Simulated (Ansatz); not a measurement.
`[O]=[V]([OH])([Cl])[Cl]` + NH₃ → `[NH2][V](=[O])([OH])[Cl]` + HCl at 500 K and 1 bar (ligand exchange at a V–Cl bond).

Program: Ansatz. Geometries: PBE0-D4/def2-TZVP. ΔE: electronic, gas phase. CCSD(T)/CBS is the MP2 limit (def2-TZVPP, def2-QZVPP) plus CCSD(T) − MP2 in def2-TZVPP, frozen cores. This one scheme is used for every species. For V outer-core shells are correlated without core-valence functions, which leaves a few kJ/mol of doubt a bond. Scalar relativity is left out up to krypton. One conformer a species, not always the lowest.

```csv
species,CCSD(T)/CBS energy (Eh),H − E (kJ/mol),S (J/(mol·K))
`[O]=[V]([OH])([Cl])[Cl]`,-2014.13218,94.3,398.8
NH₃,-56.50880,108.2,211.8
`[NH2][V](=[O])([OH])[Cl]`,-1610.23816,162.1,410.0
HCl,-460.38127,32.5,201.9
```

H − E and S are ideal-gas, rigid-rotor, harmonic terms from PBE0-D4/def2-TZVP, for one conformer and one mirror image of each species. 1 Eh = 2625.50 kJ/mol, R = 8.31446 J/(mol·K).

Task: By hand: ΔE, ΔH, ΔS and ΔG.

Result: ΔE = (-1610.23816) + (-460.38127) − (-2014.13218) − (-56.50880) = 0.02155 Eh = 56.6 kJ/mol. Δ(H − E) = 162.1 + 32.5 − 94.3 − 108.2 = -7.9, so ΔH = 48.7 kJ/mol. ΔS = 410.0 + 201.9 − 398.8 − 211.8 = 1.3 J/(mol·K). ΔG = 48.7 − 500 × (1.3)/1000 = 48.1 kJ/mol.

Task: By hand: the equilibrium constant, and the temperature at which ΔG would vanish if ΔH and ΔS stayed fixed.

Result: log₁₀ K = −ΔG/(RT ln 10) = -5.0. ΔG = 0 at ΔH/ΔS = 37462 K, far beyond where these terms or the molecules hold.

The number of gas molecules stays the same, so ΔS is small and ΔH decides. A doubt of 5 kJ/mol in ΔE shifts log₁₀ K by 0.5 here. Other conformers and mirror images would add mixing entropy, several J/(mol·K) or more a flexible species. These are equilibria of isolated gas molecules and say nothing of rates. Largest T1 diagnostic: 0.033 (customary marks: 0.02 for closed shells, 0.045 for open ones).
